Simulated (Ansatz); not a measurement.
Consider the ligand exchange at the Si–O bond: `O[SiH](F)O[SiH2]Cl` + CH₃OH → `CO[SiH](F)O[SiH2]Cl` + H₂O.

Gas-phase electronic energies from Ansatz, PBE0-D4/def2-TZVP geometries. CCSD(T)/CBS adds triple-zeta CCSD(T) − MP2 to the extrapolated MP2 energy (def2 sets, frozen cores). This one scheme is used for every species. One conformer a species, not always the lowest.

`O[SiH](F)O[SiH2]Cl`:

```xyz
10

O     1.590   -1.164    0.804
Si    0.764   -1.103   -0.586
F    -0.315   -2.269   -0.649
O    -0.052    0.295   -0.756
Si   -1.007    1.382   -0.022
Cl   -0.922    1.090    2.017
H     1.158   -0.898    1.619
H     1.706   -1.272   -1.694
H    -2.413    1.197   -0.433
H    -0.508    2.743   -0.299
```

CH₃OH:

Cartesian coordinates in Å:
```
C 0.166 0.258 0.182
O -0.908 -0.563 -0.218
H -0.221 0.944 0.936
H 0.568 0.853 -0.647
H 0.986 -0.316 0.632
H -0.591 -1.176 -0.884
```

`CO[SiH](F)O[SiH2]Cl`:

Z-matrix (Å, degrees):
```
C
O 1 1.413
H 1 1.093 2 110.9
H 1 1.090 2 107.9 3 119.1
H 1 1.095 2 111.5 3 -121.8
Si 2 1.614 1 126.4 3 68.9
O 6 1.623 2 112.5 1 -59.3
F 6 1.583 2 105.8 1 -177.9
H 6 1.471 2 113.0 1 62.8
Si 7 1.624 6 149.8 2 -56.3
Cl 10 2.052 7 109.9 6 63.7
H 10 1.476 7 108.3 6 -178.9
H 10 1.477 7 110.7 6 -54.9
```

H₂O:

Z-matrix (Å, degrees):
```
O
H 1 0.960
H 1 0.960 2 105.1
```

```
              species  CCSD(T)/CBS(def2) energy (Eh)
 `O[SiH](F)O[SiH2]Cl`                    -1290.76537
                CH₃OH                     -115.61712
`CO[SiH](F)O[SiH2]Cl`                    -1330.00313
                  H₂O                      -76.37941
```

(1) Work out ΔE.

Largest T1 diagnostic among the species: 0.011.

## Answers

(1) ΔE = (-1330.00313) + (-76.37941) − (-1290.76537) − (-115.61712) = -0.00005 Eh = 0.00 eV.

The D4 term adds −0.06 eV with B3LYP and −0.04 eV with PBE0; it sums over pairs of atoms, weighted by their polarisabilities, and B3LYP, whose exchange is more repulsive, gets the larger term. In def2-TZVPP, CCSD(T) changes the Hartree–Fock value by −0.04 eV (the triples alone add −0.01 eV) and MP2 by −0.05 eV.

B3LYP here is the variant with VWN-RPA as its local correlation; programs differ in this.
